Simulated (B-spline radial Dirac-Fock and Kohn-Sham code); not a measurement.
**Photoionisation of neon ions at Al Kα (taken as 1486.9 eV)**

Model: independent-particle photoionisation in a Dirac-Hartree-Slater potential with a Latter tail, all multipoles, thresholds from Dirac-Fock ΔSCF. Program: an atomic code on a B-spline grid. Cross sections in kb; a dash marks an empty subshell or a threshold above the photon energy.

| ion | configuration | total | 1s | 2s | 2p1/2 | 2p3/2 |
| --- | --- | --- | --- | --- | --- | --- |
| Ne | [He] 2s2 2p6 | 94.18 | 88.6 | 4.12 | 0.487 | 0.960 |
| Ne⁺ | [He] 2s2 2p5 | 94.62 | 88.9 | 4.37 | 0.452 | 0.891 |
| Ne³⁺ | [He] 2s2 2p3 | 96.01 | 89.8 | 5.18 | 0.360 | 0.711 |
| Ne⁶⁺ | [He] 2s2 | 99.54 | 93.1 | 6.41 | – | – |

Values without a named source are computed, but for edge energies of neutral atoms, which are taken from tables.
